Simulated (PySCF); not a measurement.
C4H3S, SMILES c1scc[c]1, multiplicity 2. The structure is a stationary point at B3LYP-D3(BJ)/def2-SVP. The isomer is the one that the SMILES or the coordinates give; other isomers of the formula were not compared.

Question: Give the equilibrium geometry at B3LYP-D3(BJ)/def2-SVP (PySCF confirms it by a frequency run) as Cartesian coordinates in Å, and its point group. (The exact figures need the calculation; the answer reports its results.)

Answer: point group Cs.
```xyz
8

C      1.0837    -0.9997     0.0000
C      1.2563     0.3424     0.0000
S     -0.3247     1.0990     0.0000
C     -1.1293    -0.4369     0.0000
C     -0.2454    -1.4916     0.0000
H      2.1607     0.9480     0.0000
H     -2.2184    -0.4758     0.0000
H     -0.5388    -2.5415     0.0000
```
Charge 0, spin multiplicity 2.
